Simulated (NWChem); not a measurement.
GaCl$_{2}$, doublet; SMILES [Cl][Ga][Cl]

Computed with NWChem. Pople sets run with spherical d functions. Spin-unrestricted. In the optimisation the excess spin sits in a1 (C2v, its own frame). This spin state was assumed; another may lie lower. No stability test was run on the SCF state. Each level has its own optimisation; frequencies are unscaled.

```
level                                 r Cl–Ga (Å)  highest harmonic frequency (cm⁻¹)  lowest (cm⁻¹)  zero-point energy (kcal/mol)  dipole (D)
------------------------------------  -----------  ---------------------------------  -------------  ----------------------------  ----------
UHF/6-31G*                                  2.170                                430            132                           1.4        2.49
LDA (Slater exchange, VWN5)/def2-SVP        2.155                                429            112                           1.3        1.25
B3LYP/6-31G*                                2.202                                391            109                           1.2        1.89
BLYP/def2-SVP                               2.222                                382            105                           1.2        1.46
PBE0/def2-SVP                               2.170                                427            117                           1.3        1.73
```
